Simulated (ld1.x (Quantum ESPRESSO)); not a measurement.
thulium (Tm), TM semilocal: configuration errors across variants

Tm, norm-conserving Troullier–Martins (semilocal form), made with ld1.x (Quantum ESPRESSO) 7.5 (PBE, scalar-relativistic). Core [Kr], reference 4d10 4f13 5s2 5p6 5d0 6s2 6p0. Waves: 5s (bound): rc 1.85 bohr; 5p (bound): rc 1.30 bohr; 4d (bound): rc 0.60 bohr; 4f (bound): rc 0.80 bohr. Local part: the f channel. Core correction: none.

Occupied shells without a wave of their own: 6s. They enter only through the test configuration that unscreens the potential.

All-electron excitation energies from the reference (eV): (1) 4d10 4f13 5s2 5p6 5d0 6s1 6p0 6.457; (2) 4d10 4f13 5s2 5p6 5d0 6s0 6p0 18.556; (3) 4d10 4f12 5s2 5p6 5d0 6s0 6p0 44.977; (4) 4d10 4f12 5s2 5p6 5d1 6s1 6p0 12.081; (5) 4d10 4f13 5s2 5p6 5d0.5 6s1.5 6p0 1.548; (6) 4d10 4f12 5s2 5p6 5d0 6s2 6p0 10.433.

A semilocal file is local in each channel, so a ghost entry of none says nothing of the separable form that plane-wave codes build from it.

For the base: The 6s level has no wave, so the channel is fitted at the deeper level alone: the likely source of the large errors.

On the changes marked as counting shells twice: ld1.x takes every shell without a wave as core, so the model core holds the marked electrons as well and exchange and correlation see them twice. This cancels in the reference configuration, but the file is broken for other ones, and its errors say nothing about a proper core correction.

Tests that are not counted but printed errors over 1 eV. “base”: 4d10 4f13 5s2 5p6 5d0 6s0 6p2 (solver errors, printed error -14.7 eV). “wave 5p (bound): rc 1.30 bohr becomes 5p (bound): rc 1.38 bohr”: 4d10 4f13 5s2 5p6 5d0 6s0 6p2 (solver errors, printed error -14.7 eV). “wave 4d (bound): rc 0.60 bohr becomes 4d (bound): rc 0.50 bohr”: 4d10 4f13 5s2 5p6 5d0 6s0 6p2 (solver errors, printed error -14.7 eV). “all radii scaled by about 1.41 (s 2.60, p 1.84, d 0.84, f 1.12 bohr)”: 4d10 4f13 5s2 5p6 5d0 6s0 6p2 (solver errors, printed error -20.0 eV). “wave 4f (bound): rc 0.80 bohr becomes 4f (bound): rc 0.60 bohr”: 4d10 4f13 5s2 5p6 5d0 6s0 6p2 (solver errors, printed error -14.7 eV).

3 further variants failed, have other tests or another functional or relativity, and are left out.

The file “base” misses its own reference levels by 0.6 eV. The file “wave 5p (bound): rc 1.30 bohr becomes 5p (bound): rc 1.38 bohr” misses its own reference levels by 0.6 eV. The file “wave 4d (bound): rc 0.60 bohr becomes 4d (bound): rc 0.50 bohr” misses its own reference levels by 0.6 eV. The file “all radii scaled by about 1.41 (s 2.60, p 1.84, d 0.84, f 1.12 bohr)” misses its own reference levels by 1.9 eV. The file “wave 4f (bound): rc 0.80 bohr becomes 4f (bound): rc 0.60 bohr” misses its own reference levels by 0.6 eV. The file “core correction a·sin(br)/r model core inside 0.32 bohr (6s counted twice)” misses its own reference levels by 0.6 eV. The file “wave 5s (bound): rc 1.85 bohr becomes 5s (bound): rc 2.60 bohr” misses its own reference levels by 1.9 eV.

Errors AE − PS in meV (a dash: test not solved or not reliable):

| change | (1) | (2) | (3) | (4) | (5) | (6) | bound ghosts |
| --- | --- | --- | --- | --- | --- | --- | --- |
| base | -825 | -2222 | -3626 | -908 | -289 | +297 | not determined |
| wave 5p (bound): rc 1.30 bohr becomes 5p (bound): rc 1.38 bohr | -825 | -2222 | -3625 | -907 | -289 | +298 | not determined |
| wave 4d (bound): rc 0.60 bohr becomes 4d (bound): rc 0.50 bohr | -825 | -2222 | -3626 | -879 | -283 | +298 | not determined |
| all radii scaled by about 1.41 (s 2.60, p 1.84, d 0.84, f 1.12 bohr) | -2719 | -7352 | -9638 | -2402 | -1321 | +2377 | not determined |
| wave 4f (bound): rc 0.80 bohr becomes 4f (bound): rc 0.60 bohr | -827 | -2226 | -3607 | -887 | -289 | +316 | not determined |
| core correction a·sin(br)/r model core inside 0.32 bohr (6s counted twice) | -960 | -2737 | -4271 | -997 | -292 | +251 | not determined |
| wave 5s (bound): rc 1.85 bohr becomes 5s (bound): rc 2.60 bohr | -2718 | -7346 | -9672 | -2392 | -1315 | +2354 | not determined |

(1) Give the same row for: all radii scaled by about 1.22 (s 2.26, p 1.58, d 0.72, f 0.98 bohr).

Results:

(1) -2015, -5481, -8054, -2022, -864, +1275; bound ghosts: not determined. Not counted: 4d10 4f13 5s2 5p6 5d0 6s0 6p2 (solver errors, printed error -18.1 eV).
